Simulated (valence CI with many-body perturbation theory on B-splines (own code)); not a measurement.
Valence orbitals of Au³⁰⁺

Level of theory: configuration interaction combined with many-body perturbation theory (CI+MBPT): three valence electrons over a frozen Dirac-Fock core [Kr] 4d10, a basis of 8 s, 8 p, 9 d, 9 f, 6 g, 3 h, 2 i functions for each j, with the one-electron correlation potential Σ1 (screened to all orders), the two-electron term Σ2, the three-electron term Σ3, Breit, model QED; selected single and double excitations, second order for the rest, scaled by the run's own slope (own B-spline code, finite nucleus).

No measured spectrum was set against this ion. As an estimate, large intervals hold to a few tenths of a per cent, small ones and those within an open d or f shell to about a per cent. Core correlation moves these levels by up to 50000 cm⁻¹, and in measured spectra 5 to 20 % of such shifts remained as error; rates that hang on mixing are uncertain with them. The list stops below the first excitations out of the core.

These are the spectroscopic orbitals of the CI (the correlating ones are not listed), shaped by the core and the other valence electrons. h is the expectation value of the core's Dirac-Fock operator, without the valence repulsion; Σ1 is computed up to l = 3 at one energy for each symmetry, that of its lowest orbital but kept below the first core excitation, so for empty shells it is not the orbital's own correlation shift; Breit and QED include the response of the core.

| Orbital | h (hartree) | Σ1 (cm⁻¹) | Breit (cm⁻¹) | QED (cm⁻¹) | ⟨r⟩ (bohr) |
| --- | --- | --- | --- | --- | --- |
| 5s1/2 | -35.992 | -21461 | 4964 | 4034 | 0.7170 |
| 6s1/2 | -22.561 | -6960 | 2339 | 1909 | 1.146 |
| 7s1/2 | -15.525 | -3413 | 1321 | 1095 | 1.663 |
| 5p1/2 | -34.068 | -19675 | 7496 | 161 | 0.7353 |
| 6p1/2 | -21.582 | -6932 | 3786 | 83.6 | 1.169 |
| 7p1/2 | -14.951 | -3445 | 2151 | 48.8 | 1.700 |
| 5p3/2 | -32.51 | -16479 | 4146 | 475 | 0.7732 |
| 6p3/2 | -20.803 | -6223 | 2141 | 246 | 1.214 |
| 7p3/2 | -14.502 | -3172 | 1364 | 144 | 1.754 |
| 5d3/2 | -29.453 | -15141 | 2851 | -236 | 0.7990 |
| 6d3/2 | -19.206 | -6176 | 1545 | -123 | 1.261 |
| 7d3/2 | -13.561 | -3258 | 919 | -72.5 | 1.823 |
| 5d5/2 | -29.132 | -14439 | 1757 | -81.9 | 0.8089 |
| 6d5/2 | -19.04 | -5943 | 944 | -41.9 | 1.273 |
| 7d5/2 | -13.463 | -3146 | 571 | -24.2 | 1.837 |
| 4f5/2 | -43.774 | -31811 | 1091 | -693 | 0.3943 |
| 5f5/2 | -25.549 | -13741 | 625 | -198 | 0.8279 |
| 4f7/2 | -43.554 | -31060 | -835 | -518 | 0.3976 |
| 5f7/2 | -25.469 | -13519 | -23.5 | -141 | 0.8311 |
| 5g7/2 | -22.54 |  | -162 | -56.8 | 0.8198 |
| 5g9/2 | -22.527 |  | -348 | -40.5 | 0.8208 |

Among the shells of the start configuration 4f3, Σ1 is largest in size for 4f5/2, where it is 0.33 % of h.

Lowest root of each symmetry, sizes in configuration state functions:

```
   J  Parity  Roots  Reference  Variational  Second order  Change by selected CI (cm⁻¹)  Change by second order (cm⁻¹)
 1/2    even      2         23         4466          8804                         -5534                             -2
 3/2    even      3         42         7186         21071                         -4115                             -3
 5/2    even      4         55         9600         31529                         -4491                             -4
 7/2    even      4         58         9998         40130                         -3629                             -3
 9/2    even      4         53         9881         31480                         -4106                             -3
11/2    even      3         41         8242         29410                         -3766                             -4
13/2    even      2         30         6105         13631                         -3734                             -3
 1/2     odd      3         30         4691          5056                         -4993                             -1
 3/2     odd      7         56         8244         16429                         -4020                             -1
 5/2     odd      8         70        10592         24691                         -4119                             -1
 7/2     odd      8         72        11197         28898                         -3582                             -2
 9/2     odd      8         62        10602         20458                         -2555                             -1
11/2     odd      6         46         9428         15847                         -2310                             -1
13/2     odd      4         27         7883         11932                         -2411                             -1
15/2     odd      3         16         4945          1291                         -2621                             -1
17/2     odd      1          6         2921          1237                         -3453                             -1
```
